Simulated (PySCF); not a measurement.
H₆OSi₂, SMILES `[SiH3]O[SiH3]`, neutral singlet in the gas phase. 

Z-matrix (Å, degrees):
```
O
Si 1 1.6528
Si 1 1.6529 2 141.92
H 2 1.4914 1 107.74 3 -178.80
H 3 1.4914 1 107.75 2 175.67
H 3 1.4960 5 109.76 1 -120.10
H 2 1.4962 4 109.75 1 120.15
H 2 1.4962 4 109.80 7 119.72
H 3 1.4964 5 109.77 6 -119.71
```
Charge 0, multiplicity 1.

All levels are single points at this geometry (PBE-D3(BJ)/def2-TZVP); Pople sets use spherical d functions. Orbital energies aren't observables, and empty levels follow the basis.

HF/3-21G in PySCF gives gap (eV) = 15.81.

Q: Estimate the gap (eV) from each of these levels: PBE-D3(BJ)/def2-TZVP in PySCF; B3LYP/LANL2DZ in PySCF; SVWN5/6-31G* in PySCF; HF/6-31G* in PySCF; HF/STO-3G in PySCF.

A: 
```csv
level,gap (eV)
PBE-D3(BJ)/def2-TZVP in PySCF,6.16
B3LYP/LANL2DZ in PySCF,8.19
SVWN5/6-31G* in PySCF,6.11
HF/6-31G* in PySCF,15.57
HF/STO-3G in PySCF,19.94
```
